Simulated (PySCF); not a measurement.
# FZrN + H₂O → ZrN(OH) + HF

Level: PBE0 in the def2-TZVP basis family, computed in PySCF with density fitting; scalar-relativistic core potentials for atoms from Rb on, none lighter, no spin–orbit coupling; open shells unrestricted.

```tsv
species	state and structure	E (Eh)	ZPE (kJ/mol)	H(298 K) − H(0) (kJ/mol)	S° (J/(mol K))
FZrN	singlet, Cs, Zr–F 1.960 Å, Zr–N 1.696 Å; F–Zr–N 108.8°	-201.53366	11.3	11.7	277.5
H₂O	singlet, C2v, O–H 0.960 Å (×2); H–O–H 105.1°	-76.37736	56.5	9.9	188.7
ZrN(OH)	singlet, Cs, O–H 0.958 Å, Zr–N 1.705 Å, Zr–O 1.983 Å; H–O–Zr 122.4°, N–Zr–O 107.6°	-177.50520	42.0	12.6	281.4
HF	singlet, C∞v, H–F 0.920 Å	-100.39188	24.9	8.7	173.6
```

What is the electronic reaction energy?

At PBE0/def2-TZVP, ΔE = 36.6 kJ/mol from the differences of the total energies times 2625.5, uphill. 

Add zero-point, thermal and entropy terms for 298.15 K and 1 bar.

ΔZPE = -0.9 and Δ[H(298) − H(0)] = -0.3 kJ/mol give ΔH° = 35.4 kJ/mol. ΔS° = -11.2 J/(mol K), so ΔG° = 35.4 − 298.15 × (-0.0112) = 39 kJ/mol and log₁₀K = -6.8.

Only the bonding shown was studied: isomers, or loss of a ligand pair, can lie lower.
